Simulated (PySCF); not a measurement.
Ionisation energy of Mo²⁺ by level of theory

Mo²⁺ [Kr] 4d4 (5D) → Mo³⁺ [Kr] 4d3 (4F), as a difference of total energies. Calculation: PySCF 2.14, in ANO-RCC-VTZP (7s6p4d2f1g, 68 functions); scalar relativity by spin-free X2C-1e. Correlated levels: valence: [Kr] frozen; valence and next inner shell: [Ar] 3d10 frozen. The calculations carry no spin-orbit coupling.

| method | ionisation energy (eV) |
| --- | --- |
| UHF | 26.084 |
| LDA | 27.675 |
| PBE | 27.451 |
| PBE0 | 27.354 |
| r2SCAN | 27.235 |
| LC-wPBE | 27.287 |
| r2SCANh | 27.227 |
| B2PLYP | 26.926 |
| MP2 (valence) | 26.622 |
| SCS-MP2 (valence) | 26.263 |
| MP2 (valence and next inner shell) | 27.120 |
| SCS-MP2 (valence and next inner shell) | 26.784 |

Q: How much does correlation contribute at MP2 (valence and next inner shell)?

A: 27.120 − (26.084) = 1.036 eV, measured against UHF.

A first-order spin-orbit estimate (lowest level to lowest level, LS coupling) adds -0.071 eV.

Errors of the correlated levels include the incompleteness of this basis and the frozen core.

For comparison: 27.13 ± 0.12 eV (semi-empirical (NIST evaluation); NIST Atomic Spectra Database, ionization energies).
